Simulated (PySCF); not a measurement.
C2H7ClGe, SMILES [CH2]([GeH2][Cl])C. Atoms are numbered in the order given.

```xyz
11

Ge     0.3127     0.6700    -0.0761
Cl     1.2969    -1.2282     0.3309
C     -1.4866     0.2510    -0.6972
C     -2.2906    -0.5759     0.2967
H      0.3105     1.4472     1.2525
H      1.1622     1.3903    -1.1369
H     -1.9826     1.2116    -0.9196
H     -1.3784    -0.2763    -1.6588
H     -2.4384    -0.0387     1.2469
H     -3.2871    -0.8236    -0.1008
H     -1.7778    -1.5216     0.5297
```

Coordinates come from a PBE0-D3(BJ)/def2-SVP optimisation. The values are those of a single conformer.

Calculation: PBE/pcSseg-1 (PySCF).

GIAO shieldings, no solvent; atoms listed in one row are averaged. δ = σ(ref) − σ: ⁷³Ge against GeH4 (σ = 1614.4 ppm); ³⁵Cl against HCl (σ = 936.5 ppm); ¹³C against TMS (σ = 182.0 ppm); ¹H against TMS (σ = 31.49 ppm), references at their B3LYP-D3(BJ)/def2-TZVP geometries, non-relativistic (without spin–orbit terms, shifts of atoms bonded to Cl or Br come out too high).

```
nucleus         atoms  count  δ (ppm)
-------  ------------  -----  -------
⁷³Ge              Ge1      1    352.7
³⁵Cl              Cl2      1    -71.0
¹³C                C3      1     19.0
¹³C                C4      1     11.9
¹H                 H6      1     5.79
¹H                 H5      1     5.59
¹H                 H8      1     1.57
¹H       H9, H10, H11      3     1.56
¹H                 H7      1     1.27
```
